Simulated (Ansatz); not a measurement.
The molecule RbSr, multiplicity 4 (an upper state: multiplicity 2 came lower at CCSD(T)/def2-TZVPP on PBE0 minima). No spin–orbit coupling.

The constants come from a fifth-degree fit in 1/R (seven points, main isotopes). In def2 and cc sets the state is the lowest found near the PBE0 minimum, followed along R.

Run with Ansatz (a program for electronic structure).  In def2 rows elements past Kr take small-core potentials, without spin–orbit coupling.

Energies at PBE/def2-TZVPP:

| R (Å) | E (hartree) |
|---|---|
| 4.049612 | -54.71560434 |
| 4.158473 | -54.71618328 |
| 4.258624 | -54.71645494 |
| 4.371839 | -54.71651095 |
| 4.485054 | -54.71634824 |
| 4.615687 | -54.71594686 |
| 4.768092 | -54.71526319 |

Problem. With a reduced mass of 43.1914 u, find the minimum, the force constant and the constants.

Solution. A fifth-degree polynomial in 1/R puts the minimum at r_e = 4.3410 Å with force constant 7.86 N/m. Then ω_e = (1/2πc)√(k/μ) = 56 cm⁻¹ and B_e = h/(8π²cμr_e²) = 0.02071 cm⁻¹; the cubic and quartic terms give α_e = 7.9e-5 and ω_e x_e = 0.19 cm⁻¹.
